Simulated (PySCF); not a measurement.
A structure optimised at B3LYP-D3(BJ)/def2-SVP, used in a PySCF frequency run:

```xyz
9

B     -0.0482    -0.9630     0.0000
F     -0.8178    -2.0574     0.0000
O      1.3059    -1.0845     0.0000
H      1.6081    -2.0011     0.0000
O     -0.6382     0.2518     0.0000
Si     0.0087     1.8020     0.0000
H      0.8367     2.0134    -1.2189
H      0.8367     2.0134     1.2189
H     -1.1423     2.7402     0.0000
```
Charge 0, spin multiplicity 1.

Task: Write its SMILES, formula and point group.

Result: OB(F)O[SiH3], BFH4O2Si, Cs

Task: What are its rotational constants (standard atomic weights)?

Result: 9.2473, 2.2584, 1.8550 GHz
